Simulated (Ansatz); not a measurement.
Computed with Ansatz on PBE0-D4/def2-TZVP structures; ΔE is electronic, products minus reactants. CCSD(T)/CBS is the MP2 limit (def2-TZVPP, def2-QZVPP) plus CCSD(T) − MP2 in def2-TZVPP, frozen cores. This one scheme is used for every species. DFT in def2-TZVPP. One conformer a species, not always the lowest.

Consider the ligand exchange at the Si–Cl bond: `F[SiH2]Cl` + `O[SiH2][SiH3]` → `F[SiH2]O[SiH2][SiH3]` + HCl.

`F[SiH2]Cl`:

Cartesian coordinates in Å:
```
F 0.479 0.321 -1.485
Si -0.102 -0.041 -0.050
Cl 1.278 0.454 1.362
H -0.336 -1.496 0.001
H -1.319 0.762 0.172
```

`O[SiH2][SiH3]`:

Z-matrix (Å, degrees):
```
Si
Si 1 2.347
O 1 1.654 2 112.4
H 1 1.484 2 110.6 3 117.6
H 1 1.493 2 108.5 3 -123.5
H 2 1.489 1 110.0 3 177.8
H 2 1.491 1 110.1 3 58.6
H 2 1.488 1 111.4 3 -61.5
H 3 0.958 1 117.6 2 -58.8
```

`F[SiH2]O[SiH2][SiH3]`:

Cartesian coordinates in Å:
```
F -1.508 0.440 2.560
Si -0.201 1.069 1.900
O 0.654 -0.094 1.172
Si 0.767 -1.105 -0.125
Si -0.336 -0.217 -1.996
H 0.615 1.650 2.983
H -0.657 2.070 0.909
H 0.180 -2.422 0.238
H 2.211 -1.299 -0.418
H 0.271 1.081 -2.399
H -0.219 -1.175 -3.128
H -1.777 0.003 -1.696
```

HCl:

Z-matrix (Å, degrees):
```
Cl
H 1 1.279
```

```csv
species,ωB97X-V energy (Eh)
`F[SiH2]Cl`,-850.77048
`O[SiH2][SiH3]`,-657.78283
`F[SiH2]O[SiH2][SiH3]`,-1047.81431
HCl,-460.74877
```

Task: Work out ΔE.

Result: ΔE = (-1047.81431) + (-460.74877) − (-850.77048) − (-657.78283) = -0.00977 Eh = -25.7 kJ/mol. CCSD(T)/CBS gives -28.6 kJ/mol.

Largest T1 diagnostic among the species: 0.012.

From PBE to PBE0 (25 % exact exchange), in def2-TZVPP and without D4, ΔE moves by −4.4 kJ/mol. The D4 term adds −7.0 kJ/mol with B3LYP and −4.4 kJ/mol with PBE0; it sums over pairs of atoms, weighted by their polarisabilities, and B3LYP, whose exchange is more repulsive, gets the larger term.

B3LYP here is the variant with VWN-RPA as its local correlation; programs differ in this.
